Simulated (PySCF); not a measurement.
Point-charge models of `c1(ccncc1)[C@@H]1[SiH2]CC1` against its computed dipole.

Coordinates (GFN2-xTB, Å) and charges (e) from the PBE0/pcSseg-1 density (PySCF):

| atom | x | y | z | Mulliken | IAO | Hirshfeld | ESP-fitted |
| --- | --- | --- | --- | --- | --- | --- | --- |
| C1 | 2.874 | -0.246 | 1.254 | +0.1726 | -0.0088 | +0.0121 | +0.6032 |
| C2 | 1.527 | -0.061 | 1.510 | -0.1460 | -0.1997 | -0.0642 | -0.7768 |
| C3 | 0.638 | 0.060 | 0.444 | -0.0759 | +0.0463 | +0.0177 | +0.6232 |
| C4 | -0.816 | 0.225 | 0.671 | -0.4518 | -0.3788 | -0.1087 | -0.2587 |
| C5 | -1.543 | 1.222 | -0.262 | -0.1420 | -0.2510 | -0.0672 | -0.1042 |
| C6 | -2.465 | 0.269 | -1.052 | -0.4997 | -0.5470 | -0.1640 | -0.3175 |
| Si7 | -1.907 | -1.225 | -0.003 | +0.6687 | +0.7449 | +0.3563 | +0.4306 |
| C8 | 1.182 | -0.026 | -0.838 | -0.1694 | -0.2071 | -0.0620 | -0.7344 |
| C9 | 2.545 | -0.208 | -0.982 | +0.1770 | -0.0078 | +0.0122 | +0.5628 |
| N10 | 3.384 | -0.317 | 0.036 | -0.4164 | -0.2925 | -0.1748 | -0.7551 |
| H11 | 3.586 | -0.338 | 2.064 | +0.0976 | +0.1534 | +0.0489 | +0.0141 |
| H12 | 1.169 | -0.008 | 2.528 | +0.0702 | +0.1497 | +0.0486 | +0.2215 |
| H13 | -0.984 | 0.459 | 1.723 | +0.1257 | +0.1431 | +0.0378 | +0.0953 |
| H14 | -0.853 | 1.774 | -0.900 | +0.1342 | +0.1410 | +0.0378 | +0.0608 |
| H15 | -2.114 | 1.948 | 0.316 | +0.1300 | +0.1444 | +0.0437 | +0.0849 |
| H16 | -2.207 | 0.217 | -2.108 | +0.1448 | +0.1472 | +0.0365 | +0.0865 |
| H17 | -3.516 | 0.544 | -0.996 | +0.1421 | +0.1490 | +0.0368 | +0.0962 |
| H18 | -1.179 | -2.290 | -0.688 | -0.0629 | -0.1103 | -0.0711 | -0.0936 |
| H19 | -2.875 | -1.752 | 0.957 | -0.0727 | -0.1146 | -0.0738 | -0.1006 |
| H20 | 0.550 | 0.044 | -1.710 | +0.0782 | +0.1452 | +0.0486 | +0.2446 |
| H21 | 2.995 | -0.276 | -1.964 | +0.0959 | +0.1533 | +0.0486 | +0.0169 |

Task: What dipole does each set of charges give (1 e·Å = 4.803 D), and what does the density give?

Result: The full density gives (-3.23, 0.27, 0.23) D, 3.25 D in size; dipole vectors point from the negative to the positive end.

```tsv
scheme	μx	μy	μz	size (D)	share of the full size (%)	angle to the full dipole (°)
Mulliken	-3.25	-1.41	-0.51	3.58	110	31
IAO	-2.99	-1.25	0.39	3.26	100	27
Hirshfeld	-2.11	-0.33	0.15	2.14	66	14
ESP-fitted	-3.23	0.28	0.22	3.25	100	0
```

Task: Which set comes closest?

Result: Length of the difference vector: ESP-fitted 0.02 D, Hirshfeld 1.27 D, IAO 1.54 D, Mulliken 1.84 D. Closest: ESP-fitted. ESP charges are fitted to the potential around the molecule, whose slowest-falling term is the dipole's. The schemes that divide the density aren't constrained to reproduce the dipole.

Task: What is left for the Hirshfeld atoms' own dipoles?

Result: The Hirshfeld atoms' densities add up to the full density, so μ = Σ q r + Σ (atomic dipoles). The atomic dipoles sum to (-3.23, 0.27, 0.23) − (-2.11, -0.33, 0.15) = (-1.12, 0.60, 0.08) D, 1.27 D in size.

Task: With the origin at the mean of the coordinates, (0.000, 0.001, 0.000) Å, which are the largest single terms, by size, of the Mulliken dipole along the direction of the full one?

Result: N10 +6.78, Si7 +5.76, C6 -5.75, H17 +2.37, C1 -2.31 D; all 21 atoms together +3.08 D. The single terms depend on the origin, their sum doesn't.

Task: Give the size of the full dipole in other units.

Result: 3.25 D = 1.279 au = 0.677 e·Å = 10.84 × 10⁻³⁰ C·m.

Geometry: GFN2-xTB, one conformer, isolated molecule.

These values come from a run that also computed NMR shieldings. The run took 95 s wall on an Arm Neoverse N1 with one thread, no GPU, shared host with 64 logical CPUs at a one-minute load of 60, and the process peaked at 1.1 GiB of memory.

Conformer computed: `[cH:1]1[cH:2][c:3]([C@H:4]2[CH2:5][CH2:6][SiH2:7]2)[cH:8][cH:9][n:10]1`: C2–C3–C4–C5 140°.
